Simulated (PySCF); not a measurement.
## AlAs at PBE0

Computed with PBE0; PySCF, spin-free X2C with a Gaussian nucleus, basis sets Al x2c-SVPall, As x2c-SVPall.

| Quantity | Value |
| --- | --- |
| state | ³Π (triplet), unpaired electrons σ ↑, π ↑, a second solution, started from another occupation |
| bond length | 2.299 Å |
| harmonic wavenumber | 388 cm⁻¹ |
| force constant | 1.76 mdyn/Å |
| rotational constant Be | 0.1608 cm⁻¹ |
| anharmonicity ωexe | 1.71 cm⁻¹ |
| vibration–rotation constant αe | 0.000961 cm⁻¹ |
| energy of the minimum from ground-state Al + As | -2.03 eV |
| bond order (Mayer) | 1.80 |
| dipole moment (positive dipole means Al(−)As(+)) | -1.94 D |

Spin–orbit coupling is left out.
